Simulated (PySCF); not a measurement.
Spectrum to structure. Level of theory: TDDFT CAM-B3LYP/def2-SVPD, vertical, gas phase, core orbitals frozen in the response (PySCF). Geometries: GFN2-xTB, one conformer each.

| state | E (eV) | λ (nm) | f |
| --- | --- | --- | --- |
| S1 | 6.96 | 178.1 | 0.359 |
| S2 | 7.41 | 167.4 | 0.0037 |
| S3 | 7.91 | 156.7 | 0.0001 |
| S4 | 8.19 | 151.4 | 0.0000 |
| S5 | 8.36 | 148.4 | 0.014 |
| S6 | 8.70 | 142.5 | 0.010 |
| S7 | 8.91 | 139.2 | 0.0006 |
| S8 | 9.17 | 135.1 | 0.026 |

Triplets computed (Tamm–Dancoff): 4.06, 7.10, 7.53 eV.

Orbital energies (eV): HOMO-3 -12.47, HOMO-2 -12.17, HOMO-1 -11.71, HOMO -9.55, LUMO 0.19, LUMO+1 1.14, LUMO+2 1.58.

**Question.** Which structure fits? All have the formula C4H4F4.
A. `FC/C=C(\F)C(F)F`
B. `F/C=C(\F)CC(F)F`
C. `FC/C=C/C(F)(F)F`

**Answer.** A. Its S1 lies at 6.96 eV; the nearest of the others has S1 at 6.65 eV. S1 is HOMO→LUMO (98%). Löwdin shares by element: HOMO carbon 69% or more, fluorine 13% or more (atoms not listed hold the other 18%); LUMO carbon 65% or more, fluorine 8% or more (atoms not listed hold the other 28%). At the same level the other candidates give, for their lowest levels:
- `FC/C=C/C(F)(F)F`: 7.54 eV (f 0.486); 8.08 eV (f 0.006); 8.19 eV (f 0.000); 8.61 eV (f 0.007); 9.20 eV (f 0.045); T1 4.43 eV; HOMO -10.02, LUMO 0.26 eV
- `F/C=C(\F)CC(F)F`: 6.65 eV (f 0.015); 7.49 eV (f 0.338); 7.97 eV (f 0.069); 8.14 eV (f 0.001); 8.66 eV (f 0.019); T1 4.41 eV; HOMO -9.19, LUMO 0.93 eV

Conformer computed: `[F:1][CH2:2]/[CH:3]=[C:4](\[F:5])[CH:6]([F:7])[F:8]`: F1–C2–C3–C4 -174°, C3–C4–C6–F7 59°.
